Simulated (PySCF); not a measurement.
## Electron correlation in Cl⁺ (chlorine, charge +1)

Starting occupation: [Ne] 3s1 3p4 4s1, 3s1/2 with m_j = +1/2, 3p1/2 with m_j = +1/2, 3p3/2 with m_j = -1/2, +1/2, +3/2, 4s1/2 with m_j = +1/2. Computed with PySCF 2.14 in x2c-SVPall-2c with one added diffuse shell each of s, p type (5s5p1d, 25 functions), with X2C-1e with screened-nucleus spin-orbit coupling, Gaussian nucleus. Frozen: [Ne]; 6 electrons correlated.

MP2 pair energies summed by pair of shells (mhartree):

| pair | energy | share (%) |
| --- | --- | --- |
| 3p-3p | -69.16 | 74.6 |
| 3p-4s | -16.99 | 18.3 |
| 3p-3s | -6.45 | 7.0 |
| 3s-4s | -0.06 | 0.1 |

Total MP2 correlation energy: -92.65 mhartree.

The GHF reference relaxed away from the jj start to a determinant that is no pure jj level (⟨S²⟩ = 6.00, ⟨J²⟩ = 12.01); the energies belong to that determinant.
